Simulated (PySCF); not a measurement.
Gas-phase reaction: 2 TiOCl₂ + 2 TiCl₂(OH)₂ + 2 Cl₂ = 4 TiCl₃OH + O₂

Energies from PySCF, thermal terms from the rigid-rotor harmonic-oscillator model, ideal gas at 1 bar. † marks an energy on the PBE0/def2-TZVP geometry and frequencies; other levels use their own. Open shells (unrestricted): O₂ (multiplicity 3); the rest are closed-shell singlets. TiCl₂(OH)₂, TiCl₃OH: computed as isolated molecules; such fragments, hydroxides, amides, oligomers or adducts are transient or little studied in the gas. Warning, point group unlike the PBE0 one: TiOCl₂ (PBE/def2-SVP).

PBE/def2-SVP gives ΔH°(298 K) = -430 kJ.

What do PBE0/def2-SVP†, ωB97M-V/def2-TZVP†, r2SCAN/def2-TZVP† give?

PBE0/def2-SVP†: -444 kJ; ωB97M-V/def2-TZVP†: -366 kJ; r2SCAN/def2-TZVP†: -445 kJ. For scale, ΔH°(298 K) is -430 kJ at this level, -366 kJ at ωB97M-V/def2-TZVP†, and runs from -485 to -267 kJ over the 18 levels computed († marks an energy on the PBE0/def2-TZVP geometry).
